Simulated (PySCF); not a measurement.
Species: C4H8NPSi2.
SMILES: `[SiH3]c1cpcc([SiH3])n1`

The closed-shell ground state was solved at several levels (PySCF, density fitting, gas phase, non-relativistic). Isolated species at its GFN2-xTB geometry, gas phase. GFN2-xTB frequencies show an imaginary mode (22i cm⁻¹), so this geometry is no minimum at that level.

| level | basis functions | total energy (Eh) | HOMO (eV) | LUMO (eV) | gap (eV) | dipole (D) |
| --- | --- | --- | --- | --- | --- | --- |
| B3LYP/def2-SVPD | 236 | -1131.9206 | -6.85 | -2.45 | 4.40 | 0.90 |
| PBE0/pcSseg-1 | 197 | -1131.6012 | -7.13 | -2.31 | 4.82 | 0.74 |

**Question.** Estimate the row for PBE0/def2-SVPD, a basis of 236 functions; the other rows only guide the guess.

**Answer.** Total energy -1131.2351 Eh, HOMO -7.09 eV, LUMO -2.31 eV, gap 4.78 eV, dipole 0.83 D.

**Question.** Over all these levels, which gives the widest orbital gap and which the narrowest?

**Answer.** PBE0/pcSseg-1 (global hybrid, 25 % exact exchange) has the widest, 4.82 eV, and B3LYP/def2-SVPD (global hybrid, 20 % exact exchange) the narrowest, 4.40 eV. Functional and basis both differ between the two, so the spread mixes both effects.

**Question.** How far do the dipole and the HOMO energy spread over the levels?

**Answer.** The dipole runs from 0.74 to 0.90 D (mean 0.83 D) and the HOMO from -7.13 to -6.85 eV.
